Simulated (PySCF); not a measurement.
Isomers of C5H12GeSi, from PBE0-D3(BJ)/def2-SVP geometry optimisation, gas phase in PySCF. One conformer each, no zero-point energy, no frequencies.

Question: Which is lower in electronic energy at this level?
A. `[CH3:1][CH:2]([CH3:3])[GeH2:4][C:5]#[C:6][SiH3:7]` with C1–C2–Ge4–C5 62°: A = 2213, B = 631.3, C = 557.3 MHz, dipole 1.30 D
B. `[SiH3:1][CH2:2][C:3]1=[CH:4][CH2:5][GeH2:6][CH2:7]1` with Si1–C2–C3–C4 -98°: A = 3393, B = 677.8, C = 624.2 MHz, dipole 0.69 D

Answer: B. That is `C1([CH2][GeH2][CH2]C=1)C[SiH3]`, 30.0 kcal/mol below the other.

```
                      SMILES                                        mapped SMILES       E (Eh)  relative (kcal/mol)  relative (kJ/mol)  dipole (D)
[SiH3]CC1=C[CH2][GeH2][CH2]1  [SiH3:1][CH2:2][C:3]1=[CH:4][CH2:5][GeH2:6][CH2:7]1  -2563.12807                  0.0                0.0        0.69
   C[CH](C)[GeH2][C]#C[SiH3]    [CH3:1][CH:2]([CH3:3])[GeH2:4][C:5]#[C:6][SiH3:7]  -2563.08022                 30.0              125.6        1.30
```

As drawn, the lower has a C=C bond outside aromatic rings, which the higher lacks; the higher has a C≡C bond, which the lower lacks.
